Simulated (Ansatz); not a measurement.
Program: Ansatz. Geometries: PBE0-D4/def2-TZVP. ΔE: electronic, gas phase. CBS: MP2 limit from def2 TZ/QZ plus the TZ coupled-cluster correction, frozen cores. Each species was taken in one conformer, which may not be the lowest.

`O[SiH2]P[SiH3]` → `O[SiH]([SiH3])P`  (isomerisation)

| species | MP2/CBS(def2) energy (Eh) |
| --- | --- |
| `O[SiH2]P[SiH3]` | -998.44547 |
| `O[SiH]([SiH3])P` | -998.43096 |

Task: Work out ΔE.

Result: ΔE = (-998.43096) − (-998.44547) = 0.01451 Eh = +0.39 eV. CCSD(T)/CBS gives +0.32 eV.

Largest T1 diagnostic among the species: 0.014.
